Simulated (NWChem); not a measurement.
Everything below was run with NWChem. System: Cl₃Si, charge 1, spin multiplicity 1, at the geometry of a parent with another charge or spin, in a state set for the comparison that need not be this species' ground state. Level: MP2/def2-TZVP, 20 core orbitals frozen.

Part of the output:

```
             Northwest Computational Chemistry Package (NWChem) 7.3.0
             --------------------------------------------------------

                                NWChem Input Module
                                -------------------

 Scaling coordinates for geometry "geometry" by  1.889725989
 (inverse scale =  0.529177249)

 Turning off AUTOSYM since
 SYMMETRY directive was detected!

                             Geometry "geometry" -> ""
                             -------------------------

 Output coordinates in angstroms (scale by  1.889725989 to convert to a.u.)

  No.       Tag          Charge          X              Y              Z
 ---- ---------------- ---------- -------------- -------------- --------------
    1 Cl                  17.0000    -0.96927700    -0.15128900     1.67925900
    2 Si                  14.0000    -0.00087300     0.54549400     0.00000000
    3 Cl                  17.0000    -0.96927700    -0.15128900    -1.67925900
    4 Cl                  17.0000     1.93927400    -0.14665200     0.00000000

 Effective nuclear repulsion energy (a.u.)     320.0289556233

            Nuclear Dipole moment (a.u.)
            ----------------------------
        X                 Y               Z
 ---------------- ---------------- ----------------
     0.0000340151     0.0000113384     0.0000000000

      Symmetry information
      --------------------

 Group name             Cs
 Group number              2
 Group order               2
 No. of unique centers     3

      Symmetry unique atoms

     1    2    4


 Summary of "ao basis" -> "" (spherical)
 ------------------------------------------------------------------------------
       Tag                 Description            Shells   Functions and Types
 ---------------- ------------------------------  ------  ---------------------
 *                         def2-tzvp                  on all atoms

 Summary of "ao basis" -> "ao basis" (spherical)
 ------------------------------------------------------------------------------
       Tag                 Description            Shells   Functions and Types
 ---------------- ------------------------------  ------  ---------------------
 Cl                        def2-tzvp                13       37   5s5p2d1f
 Si                        def2-tzvp                13       37   5s5p2d1f

                                 NWChem SCF Module
                                 -----------------

  ao basis        = "ao basis"
  functions       =   148
  atoms           =     4
  closed shells   =    32
  open shells     =     0
  charge          =   1.00
  wavefunction    = RHF
  use symmetry    = T
  symmetry adapt  = T

 Summary of "ao basis" -> "ao basis" (spherical)
 ------------------------------------------------------------------------------
       Tag                 Description            Shells   Functions and Types
 ---------------- ------------------------------  ------  ---------------------
 Cl                        def2-tzvp                13       37   5s5p2d1f
 Si                        def2-tzvp                13       37   5s5p2d1f

      Symmetry analysis of basis
      --------------------------

        a'         87
        a"         61

 Forming initial guess at       0.1s

      Superposition of Atomic Density Guess
      -------------------------------------

 Sum of atomic energies:       -1667.26847631

 Renormalizing density from      65.00 to     64

      Non-variational initial energy
      ------------------------------

 Total energy =   -1651.933745
 1-e energy   =   -2898.913400
 2-e energy   =     926.950699
 HOMO         =      -0.716121
 LUMO         =      -0.441093

      Symmetry analysis of molecular orbitals - initial
      -------------------------------------------------

  Numbering of irreducible representations:

     1 a'          2 a"

  Orbital symmetries:

     1 a'          2 a"          3 a'          4 a'          5 a'
     6 a"          7 a'          8 a'          9 a"         10 a'
    11 a'         12 a"         13 a"         14 a'         15 a"
    16 a'         17 a'         18 a"         19 a'         20 a'
    21 a'         22 a"         23 a'         24 a'         25 a"
[...]
    90     -0.181745  3 Cl py                15      0.180540  1 Cl px
    89      0.180540  3 Cl px               124      0.162438  4 Cl py

 Vector   32  Occ=2.000000D+00  E=-6.770578D-01  Symmetry=a"
              MO Center=  2.5D-04, -1.3D-01, -8.4D-15, r^2= 4.8D+00
   Bfn.  Coefficient  Atom+Function         Bfn.  Coefficient  Atom+Function
  ----- ------------  ---------------      ----- ------------  ---------------
   128      0.340394  4 Cl pz                15     -0.294782  1 Cl px
    89      0.294782  3 Cl px               131      0.194538  4 Cl pz
    17     -0.170186  1 Cl pz                91     -0.170186  3 Cl pz
    18     -0.168471  1 Cl px                92      0.168471  3 Cl px
   125      0.152843  4 Cl pz

 Vector   33  Occ=0.000000D+00  E=-2.966090D-01  Symmetry=a'
              MO Center= -1.4D-03,  8.9D-01, -9.4D-15, r^2= 3.2D+00
   Bfn.  Coefficient  Atom+Function         Bfn.  Coefficient  Atom+Function
  ----- ------------  ---------------      ----- ------------  ---------------
    42      0.543886  2 Si s                 53      0.377510  2 Si py
    41      0.342096  2 Si s                 56      0.247347  2 Si py
    40     -0.202169  2 Si s                 19     -0.179006  1 Cl py
    93     -0.179006  3 Cl py               130     -0.178781  4 Cl py
    16     -0.162735  1 Cl py                90     -0.162735  3 Cl py

 Vector   34  Occ=0.000000D+00  E=-7.840308D-02  Symmetry=a'
              MO Center= -1.2D-01,  7.1D-01, -9.0D-11, r^2= 4.3D+00
   Bfn.  Coefficient  Atom+Function         Bfn.  Coefficient  Atom+Function
  ----- ------------  ---------------      ----- ------------  ---------------
    55      0.936767  2 Si px               116     -0.432133  4 Cl s
    52      0.381328  2 Si px                 5      0.216069  1 Cl s
    79      0.216069  3 Cl s                 20     -0.213203  1 Cl pz
    94      0.213203  3 Cl pz               130     -0.213872  4 Cl py
    63      0.201083  2 Si d -2             129      0.200075  4 Cl px

 Vector   35  Occ=0.000000D+00  E=-7.840211D-02  Symmetry=a"
              MO Center=  1.2D-01,  7.1D-01,  2.4D-11, r^2= 4.3D+00
   Bfn.  Coefficient  Atom+Function         Bfn.  Coefficient  Atom+Function
  ----- ------------  ---------------      ----- ------------  ---------------
    57      0.936775  2 Si pz                54      0.381327  2 Si pz
     5     -0.374244  1 Cl s                 79      0.374244  3 Cl s
   131     -0.292632  4 Cl pz                18     -0.212906  1 Cl px
    92      0.212906  3 Cl px                64      0.201631  2 Si d -1
    19     -0.185835  1 Cl py                93      0.185835  3 Cl py

 center of mass
 --------------
 x =   0.00001072 y =  -0.00636826 z =   0.00000000

 moments of inertia (a.u.)
 ------------------
         742.403959541930          -1.061765773041           0.000000000000
          -1.061765773041        1408.551672765876           0.000000000000
           0.000000000000           0.000000000000         742.398775188564

  Mulliken analysis of the total density
  --------------------------------------

    Atom       Charge   Shell Charges
 -----------   ------   -------------------------------------------------------
    1 Cl  17    17.01   2.01  0.45  1.52  1.12  0.85  4.18  1.69  1.04  2.85  1.25  0.01  0.04  0.00
    2 Si  14    12.98   2.00  0.59  1.39  0.88  0.12  4.11  1.73  0.44  1.01  0.07  0.18  0.37  0.09
    3 Cl  17    17.01   2.01  0.45  1.52  1.12  0.85  4.18  1.69  1.04  2.85  1.25  0.01  0.04  0.00
    4 Cl  17    17.01   2.01  0.45  1.52  1.12  0.85  4.18  1.69  1.04  2.85  1.25  0.01  0.04  0.00

       Multipole analysis of the density wrt the origin
       ------------------------------------------------

     L   x y z        total         open         nuclear
     -   - - -        -----         ----         -------
     0   0 0 0      1.000000      0.000000     65.000000

     1   1 0 0     -0.001754      0.000000      0.000034
     1   0 1 0      1.091712      0.000000      0.000011
     1   0 0 1     -0.000000      0.000000      0.000000

     2   2 0 0    -30.712546      0.000000    342.380295
     2   1 1 0     -0.001119      0.000000      0.515491
     2   1 0 1     -0.000000      0.000000      0.000000
     2   0 2 0    -30.020749      0.000000     18.961323
     2   0 1 1     -0.000000      0.000000      0.000000
     2   0 0 2    -30.712484      0.000000    342.382815

                   NWChem MP2 Semi-direct Energy/Gradient Module
                   ---------------------------------------------

  Basis functions       =    148
  Molecular orbitals    =    148
  Frozen core           =     20
  Frozen virtuals       =      0
  Active alpha occupied =     12
  Active beta occupied  =     12
  Active alpha virtual  =    116
  Active beta virtual   =    116
  Use MO symmetry       = T
  Use skeleton AO sym   = T

  AO/Fock/Back tols     =   1.0D-09  1.0D-09  1.0D-09

 GA uses MA = F    GA memory limited = T

 Available:
  local mem=  1.26D+08
 global mem=  1.44D+08
 local disk=  0.00D+00
  mp2_memr nvloc                   116
  nvloc new                   116
   1 passes of  12:        5242880                     114256                  48203201.
   1 passes of  12: M    126150783           G      144135392           F     120907903.

 Semi-direct pass number   1 of   1  for RHF alpha+beta  at        4.8s
  vrange nnbf                 10177
  mp2_eaftype                   183  avail_ma_in_mb                  1099
 EAF : mp2_eaftype filesize         183   24101600.
  mp2_eaf for mointskh                    183
Node 0 wrote    113.3 Mb in      0.0 s     Agg I/O rate:  5022.2 Mb/s
 Done moints_semi at       10.4s
  mp2_eaftype                   183  avail_ma_in_mb                   916
 EAF : mp2_eaftype filesize         183   24101600.
  mp2_eaf for kh                   183
 Done maket at       10.7s
 Done multipass loop at       10.7s

          -------------------------------------------
          SCF energy               -1667.262306306639
          Correlation energy          -0.648286449184
          Singlet pairs               -0.399284663172
          Triplet pairs               -0.249001786011
          Total MP2 energy         -1667.910592755823
          -------------------------------------------

          ---------------------------------------------------
                    Spin Component Scaled (SCS) MP2
          Same spin pairs                     -0.166001190674
          Same spin scaling factor             0.333333333333
          Opposite spin pairs                 -0.482285258509
          Opposite spin scaling fact.          1.200000000000
          SCS-MP2 correlation energy          -0.634076040436
          Total SCS-MP2 energy             -1667.896382347075
          ---------------------------------------------------

 -----------------------
 Performance information
 -----------------------

 Timer overhead =  1.53D-07 seconds/call

               Nr. of calls         CPU time (s)                 Wall time (s)                GFlops
             ---------------    -------------------     ------------------------------   -------------------
Name         Min   Avg   Max    Min     Avg     Max     Min     Avg     Max   Mx/calls   Min     Max     Sum
mp2: moin     1     1     1    5.6     5.6     5.6      5.6     5.6     5.6     5.6      0.0     0.0     0.0
mp2: make     1     1     1   0.26    0.26    0.26     0.26    0.26    0.26    0.26      0.0     0.0     0.0
mp2: tota     1     1     1    5.9     5.9     5.9      5.9     5.9     5.9     5.9      0.0     0.0     0.0

 The average no. of pstat calls per process was 3.00D+00
 with a timing overhead of 4.60D-07s

 Task  times  cpu:       10.6s     wall:       10.6s

 Total times  cpu:       10.7s     wall:       10.7s
```

Task: Write an NWChem input that would produce this output.

Result: This is not unique; one that fits is 
```
start mol
memory heap 200 mb stack 900 mb global 1100 mb
charge 1
geometry units angstroms nocenter noautoz
  Cl    -0.969277    -0.151289     1.679259
  Si    -0.000873     0.545494     0.000000
  Cl    -0.969277    -0.151289    -1.679259
  Cl     1.939274    -0.146652     0.000000
  symmetry group Cs
end
basis spherical
  * library def2-tzvp
end
scf
  rhf
  nopen 0
  maxiter 100
  thresh 1e-7
  semidirect memsize 60000000 filesize 0
end
mp2
  freeze core 20
end
task mp2 energy
```
